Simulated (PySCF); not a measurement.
C₄H₃Cl₂F. Atoms are numbered in the order given.

```xyz
10

C      2.7462    -0.2175    -0.1121
C      1.6094    -0.6279    -0.1305
C      0.2410    -1.1403    -0.1365
F     -0.0635    -1.7235    -1.3512
C     -0.8287    -0.0730     0.1418
Cl    -0.7666     1.2468    -1.0543
Cl    -0.6512     0.5272     1.8177
H      3.7542     0.1536    -0.1001
H      0.1314    -1.9122     0.6466
H     -1.8194    -0.5347     0.0604
```

Geometry optimised at B3LYP-D3(BJ)/def2-SVP. The structure was generated by enumeration; whether it is a known compound was not checked. One conformer was computed; it need not be the lowest.

These are HF/def2-TZVP (PySCF) values and carry that method's errors.

ESP charges are fitted to the potential on shells at 1.4 to 2.0 van der Waals radii. Atomic charges (e):

```csv
atom,ESP fit,Löwdin
C1,-0.36,-0.05
C2,-0.07,-0.10
C3,0.39,-0.32
F4,-0.23,0.09
C5,-0.52,-0.68
Cl6,0.03,0.33
Cl7,-0.01,0.32
H8,0.33,0.13
H9,0.12,0.16
H10,0.32,0.13
```

Question: Give the Mayer and Wiberg (Löwdin basis) orders of the bonds. (An estimate is asked for; the answer gives what the named calculation found.)

Answer: 
```json
[
 {"bond": "C1–C2", "Mayer": "2.81", "Wiberg": "2.97"},
 {"bond": "C2–C3", "Mayer": "1.18", "Wiberg": "1.22"},
 {"bond": "C3–F4", "Mayer": "0.97", "Wiberg": "1.57"},
 {"bond": "C3–C5", "Mayer": "0.98", "Wiberg": "1.17"},
 {"bond": "C5–Cl6", "Mayer": "1.06", "Wiberg": "1.61"},
 {"bond": "C5–Cl7", "Mayer": "1.04", "Wiberg": "1.59"},
 {"bond": "C1–H8", "Mayer": "0.91", "Wiberg": "0.92"},
 {"bond": "C3–H9", "Mayer": "0.99", "Wiberg": "0.81"},
 {"bond": "C5–H10", "Mayer": "0.97", "Wiberg": "0.87"}
]
```
